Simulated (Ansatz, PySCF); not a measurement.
Energy difference R1 + R2 → P1, each structure at its B3LYP-D3(BJ)/def2-TZVP stationary point, reached from a drawn start (curvature not checked).
R1: H2 (SMILES [H][H]), charge 0, multiplicity 1.
P1, C2H4 (SMILES C=C) (charge 0, multiplicity 1):
```
atom    x (Å)    y (Å)    z (Å)
----  -------  -------  -------
C     -0.6611  -0.0392  -0.0047
C      0.6611   0.0392   0.0047
H     -1.2848   0.8354   0.1353
H     -1.1749  -0.9815  -0.1527
H      1.2848  -0.8354  -0.1353
H      1.1749   0.9815   0.1527
```
R2, C2H2 (SMILES C#C) (charge 0, multiplicity 1):
```tsv
atom	x (Å)	y (Å)	z (Å)
C	-0.5596	0.0801	-0.1961
C	0.5596	-0.0801	0.1961
H	-1.5535	0.2221	-0.5444
H	1.5535	-0.2221	0.5444
```

P less R. No zero-point or thermal terms.

Frozen-core correlation throughout. CBS(a, b) extrapolates the correlation energy as X⁻³ and adds the Hartree–Fock energy of set b.

Run with Ansatz (a first-principles code) with Gaussian orbitals; PySCF for the D3/D4 terms. No computed number here is a measurement.

| level | reaction energy (eV) |
|---|---|
| PBE/def2-TZVPP | -2.273 |
| BLYP-D4/def2-TZVPP | -2.067 |
| revPBE-D3(BJ)/def2-TZVPP | -2.204 |
| r2SCAN/def2-TZVPP | -2.286 |
| r2SCAN-D3(BJ)/def2-TZVPP | -2.293 |
| B3LYP-D4/def2-TZVPP | -2.203 |
| BHLYP-D3(BJ)/def2-TZVPP | -2.348 |
| CAM-B3LYP-D3(BJ)/def2-TZVPP | -2.275 |
| CCSD(T)/CBS(cc-pVTZ, cc-pVQZ) | ? |

### Question
Some entries are withheld; supply them.

### Answer

- CCSD(T)/CBS(cc-pVTZ, cc-pVQZ), reaction energy (eV): -2.141
